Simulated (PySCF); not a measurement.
**A run with a changed setting**

The sound run of [Ce(H2O)2]3+ (singlet in the valence; each metal's 4f electrons, 1 of them, lie in its core potential, out of spins and levels) uses PySCF 2.14.0, RKS TPSS, Ce lcecp-1-SVP with ECP47, O def2-SVP, H def2-SVP; non-relativistic Hamiltonian with scalar-relativistic core potentials where named; density fitting; no spin-orbit coupling, grid (50, 194), threshold 1e-8 and 55 cycles at the relaxed geometry. This run, with dm0 from free metal ions and neutral atoms, differs:

```python
mol = gto.M(atom='''
Ce     0.32199    -1.12315     0.01115
O     -0.07671     0.18594     1.92695
H      0.35670     1.04315     2.20956
H     -0.70110    -0.00756     2.68596
O      0.02658     0.16954    -1.93098
H      0.21363    -0.09200    -2.87958
H     -0.32903     1.10039    -2.02306''',
    basis={'Ce': 'lcecp-1-SVP', 'O': 'def2-SVP', 'H': 'def2-SVP'},
    ecp={'Ce': 'lcecp-1-SVP'},
    charge=3, spin=0)
mf = dft.RKS(mol, xc='TPSS')
mf.grids.atom_grid = (50, 194)  # f atoms: unpruned, at least (60, 302)
mf = mf.density_fit()  # fitting sets: Ce AutoAux, O def2-universal-JKFIT, H def2-universal-JKFIT
mf.conv_tol = 1e-08; mf.max_cycle = 3
mf.kernel(dm0)
```

Task: What was changed, and how did it end?

Result: The cycle limit was cut. The SCF did not converge. These settings are unsound on purpose: the numbers aren't the compound's.
```
init E= -174.728659099435
cycle= 1 E= -181.421893328913  delta_E= -6.69  |g|= 3.51  |ddm|= 2.87
cycle= 2 E= -165.187054714281  delta_E= 16.2  |g|= 5.91  |ddm|= 6.23
cycle= 3 E= -183.475768463185  delta_E= -18.3  |g|= 1.02  |ddm|= 5.88
SCF not converged.
```

Run from Python with OMP_NUM_THREADS=2; the lines above give its settings.
It took 0.9 s on 2 threads of Intel(R) Xeon(R) 6975P-C (Granite Rapids), on a shared host.

No frequency check is given that shows the relaxed geometry to be a minimum. An lcecp potential fixes the number of 4f electrons, so in runs with it no electron can move into or out of that shell.
